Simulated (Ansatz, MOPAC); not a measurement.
Molecule: CF₂I (charge 0, doublet). SMILES: I[C](F)F

Atoms: C1, F2, F3, I4. Bonds: C1-F2, C1-F3, C1-I4.

Bond lengths (Å) and angles (degrees) optimised at MNDO with MOPAC; HF/STO-3G with Ansatz (a quantum-chemistry and plane-wave program); PBE/6-31G* with LANL2DZ past Ar with Ansatz; MP2/6-31G* with LANL2DZ past Ar with Ansatz, each started from the B3LYP-D3(BJ)/def2-TZVP structure (Ansatz) of the last column. A row stands for all coordinates that are equal there. 6-31G* holds six Cartesian d functions. No wavenumbers were computed at MNDO, HF/STO-3G, PBE/6-31G* with LANL2DZ past Ar, MP2/6-31G* with LANL2DZ past Ar, so these may be saddle points.

| coordinate | MNDO | HF/STO-3G | PBE/6-31G* with LANL2DZ past Ar | MP2/6-31G* with LANL2DZ past Ar | B3LYP-D3(BJ)/def2-TZVP |
|---|---|---|---|---|---|
| C1-F2 | 1.313 | 1.349 | 1.328 | 1.331 | 1.322 |
| C1-I4 | 1.977 | 2.127 | 2.236 | 2.152 | 2.141 |
| F2-C1-F3 | 110.6 | 110.4 | 109.8 | 109.5 | 109.5 |
| F2-C1-I4 | 124.7 | 116.2 | 113.7 | 114.6 | 114.7 |

Mean signed difference of all 3 bond lengths from B3LYP-D3(BJ)/def2-TZVP: MNDO -0.060 Å, HF/STO-3G 0.014 Å, PBE/6-31G* with LANL2DZ past Ar 0.035 Å, MP2/6-31G* with LANL2DZ past Ar 0.010 Å.
